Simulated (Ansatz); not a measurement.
Gas-phase electronic energies from Ansatz, PBE0-D4/def2-TZVP geometries. CBS: MP2 limit from def2 TZ/QZ plus the TZ coupled-cluster correction, frozen cores. DFT in def2-TZVPP. B3LYP here is the variant with VWN-RPA as its local correlation; programs differ in this. For Ga outer-core shells are correlated without core-valence functions, which leaves a few kJ/mol of doubt a bond. Scalar relativity is left out up to krypton. One conformer a species, not always the lowest.

`C=C=[C](C)[GaH2]` + `[SiH3][SiH2]SS` → `[SiH3][SiH2][S][GaH2]` + `C=C=C(C)S`  (formal exchange of groups at a Ga–C bond)

Problem. Is it downhill or uphill in electronic energy at CCSD(T)/CBS, and by how much? (Estimate.)

Solution. The calculation gave: Downhill: ΔE = -93.2 kJ/mol.

Problem. What do these levels give: PBE-D4, PBE0-D4, ωB97X-V, B3LYP, MP2/def2-QZVPP, HF/CBS(def2)? (Estimate.)

Solution. Computed: PBE-D4 -88.6, PBE0-D4 -93.0, ωB97X-V -92.4, B3LYP -84.4, MP2/def2-QZVPP -95.3, HF/CBS(def2) -91.1 kJ/mol.

Largest T1 diagnostic among the species: 0.014.

In def2-TZVPP, CCSD(T) changes the Hartree–Fock value by −3.5 kJ/mol (the triples alone add −0.9 kJ/mol) and MP2 by −4.9 kJ/mol. From PBE to PBE0 (25 % exact exchange), in def2-TZVPP and without D4, ΔE moves by −4.7 kJ/mol. The D4 term adds −4.3 kJ/mol with B3LYP and −2.4 kJ/mol with PBE0; it sums over pairs of atoms, weighted by their polarisabilities, and B3LYP, whose exchange is more repulsive, gets the larger term.
